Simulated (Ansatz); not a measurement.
Geometry optimisation, RKS B3LYP/def2-SVP (Ansatz).

Input file:

```yaml
crystal:
  periodic: [false, false, false]
  atoms:
    - { symbol: Ga, position_ang: [0.081486, -0.51957, -0.585519] }
    - { symbol: "N", position_ang: [0.036875, -0.097489, 2.499128] }
    - { symbol: H, position_ang: [-0.705303, -0.153682, 3.196025] }
    - { symbol: H, position_ang: [0.853818, 0.315665, 2.948825] }
    - { symbol: Cl, position_ang: [1.948752, 0.481763, -1.000454] }
    - { symbol: H, position_ang: [-1.280455, -0.00941, -1.131295] }
    - { symbol: O, position_ang: [0.337764, -2.086252, 0.254611] }
    - { symbol: H, position_ang: [-0.457397, -2.632367, 0.295575] }
    - { symbol: H, position_ang: [0.293261, -1.065157, 2.220006] }
basis:
  gaussian: { orbitals: def2-SVP }
hamiltonian:
  xc: b3lyp
relax:
  f_tol: 0.03
  max_steps: 50
output:
  orbitals: {}
```

Launched with:

```bash
$ ansatz run input.yaml --threads 2 --pin off --max-ram 3072MiB --backend cpu --events-out ev --progress --plain --runs-dir out
```

Question: Where does it end, and by what steps?

Answer: It converged. The force dipped under the threshold on the way, but the program's further checks kept it going. After 18 steps the energy has fallen by 0.812 eV; H8 moved furthest, 0.95 Å. Joined: Ga1–N2 (3.11 → 2.11 Å).

```json
{"step": "0", "energy less start (eV)": "0.0000", "largest force component (eV/Å)": "0.668", "accepted": "yes"}
{"step": "1", "energy less start (eV)": "-0.1726", "largest force component (eV/Å)": "0.491", "accepted": "yes"}
{"step": "2", "energy less start (eV)": "-0.3939", "largest force component (eV/Å)": "0.786", "accepted": "yes"}
{"step": "3", "energy less start (eV)": "-0.5984", "largest force component (eV/Å)": "0.917", "accepted": "yes"}
{"step": "4", "energy less start (eV)": "-0.6740", "largest force component (eV/Å)": "1.250", "accepted": "yes"}
{"step": "5", "energy less start (eV)": "-0.7140", "largest force component (eV/Å)": "1.189", "accepted": "yes"}
{"step": "6", "energy less start (eV)": "-0.7399", "largest force component (eV/Å)": "1.029", "accepted": "yes"}
{"step": "7", "energy less start (eV)": "-0.7810", "largest force component (eV/Å)": "0.284", "accepted": "yes"}
{"step": "8", "energy less start (eV)": "-0.7935", "largest force component (eV/Å)": "0.230", "accepted": "yes"}
{"step": "9", "energy less start (eV)": "-0.8082", "largest force component (eV/Å)": "0.138", "accepted": "yes"}
{"step": "10", "energy less start (eV)": "-0.8091", "largest force component (eV/Å)": "0.113", "accepted": "yes"}
{"step": "11", "energy less start (eV)": "-0.8100", "largest force component (eV/Å)": "0.043", "accepted": "yes"}
{"step": "12", "energy less start (eV)": "-0.8097", "largest force component (eV/Å)": "0.175", "accepted": "no"}
{"step": "13", "energy less start (eV)": "-0.8103", "largest force component (eV/Å)": "0.046", "accepted": "yes"}
{"step": "14", "energy less start (eV)": "-0.8104", "largest force component (eV/Å)": "0.036", "accepted": "yes"}
{"step": "15", "energy less start (eV)": "-0.8115", "largest force component (eV/Å)": "0.010", "accepted": "yes"}
{"step": "16", "energy less start (eV)": "-0.8107", "largest force component (eV/Å)": "0.216", "accepted": "no"}
{"step": "17", "energy less start (eV)": "-0.8117", "largest force component (eV/Å)": "0.035", "accepted": "yes"}
{"step": "18", "energy less start (eV)": "-0.8118", "largest force component (eV/Å)": "0.025", "accepted": "yes"}
```

```xyz
9
Properties=species:S:1:pos:R:3
Ga -0.102 -0.516 0.072
N 0.105 -0.165 2.141
H -0.645 0.332 2.625
H 0.988 0.324 2.307
Cl 1.825 0.358 -0.589
H -1.409 0.187 -0.427
O -0.028 -2.307 0.401
H 0.193 -2.866 -0.353
H 0.181 -1.114 2.521
```

Whether the end is a true minimum wasn't checked by a vibrational analysis.

Run time: 62 s on 2 threads of Arm Neoverse V1, with other jobs on the host, peak memory 0.23 GiB.
